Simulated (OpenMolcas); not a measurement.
**Au: CASPT2 settings compared**

* Program: OpenMolcas 26.06
* Basis: ANO-R1 [7s5p4d2f]
* Scalar Hamiltonian: X2C, finite nucleus
* Active space: 11 electrons in 6 orbitals (5d 6s)
* State averaging: 2S+1 = 2 even, 6 roots
* Spin-orbit coupling: state interaction with AMFI integrals over the reference wave functions, term energies averaged over their components

Methods on the same reference wave functions:
A. CASSCF
B. SS-CASPT2, IPEA 0.1 Eh, sigma2 regulariser 0.2 Eh (closed shells correlated: 5s 5p)
C. SS-CASPT2, IPEA 0.15 Eh, real shift 0.15 Eh (closed shells correlated: 4f 5s 5p)
D. SS-CASPT2, IPEA 0.4 Eh, sigma1 regulariser 0.3 Eh (closed shells correlated: none)

Energies in cm-1 above 5d10 6s 2S 1/2, the measured ground level; measured values from NIST Handbook of Basic Atomic Spectroscopic Data.

```tsv
Level	A	B	C	D	Measured
5d10 6s 2S 1/2	0.0	0.0	0.0	0.0	0.0
5d9 6s2 2D 5/2	5573	7360	7740	11370	9161
5d9 6s2 2D 3/2	17855	19640	20020	23650	21435
```

Deviations, from unrounded energies. A percentage is the sum of absolute deviations over the sum of measured energies, with the sign that they share, or ± where signs differ.

```csv
Against measurement,Levels,A,B,C,D
mean absolute deviation (cm-1),2,3600,1800,1400,2200
other configurations (%),2,-23.4,-11.7,-9.3,+14.4
```

C lies closest to measurement on these levels and A furthest from it. The largest miss of C in the table is 5d9 6s2 2D 5/2, by -1400 cm-1. The ranking rests on the paired levels alone, and a cruder setting can come out closer through cancelling errors.

Among B to D the level of the table that moves most is 5d9 6s2 2D 5/2, by 4000 cm-1 (lowest in B, highest in D). Moves below CASPT2's spread within the term are not significant.

The lowest spin-free term lies below A's lowest term by 0.444 hartree in B, 0.506 hartree in C, 0.318 hartree in D.

CASPT2 breaks the degeneracy within a term, and the mean is taken; among the terms shown or strongly mixed into the levels shown the widest spread is 270 cm-1 (5d9 6s2 2D, D). A single d shell beside an s shell can misplace configurations of different d count against each other. Without dynamic correlation excited terms often stand tens of per cent too high (terms of higher spin than the ground term too low), and those without a measured partner can miss by more than the paired ones (holds for A). Measured partners are found by configuration, term and J. A level has none where our copy of the source lacks it or the pairing is in doubt (some pairs that miss far off the trend of their configuration count as doubtful), and it then counts in no deviation. Levels of configurations outside the active space are missing.
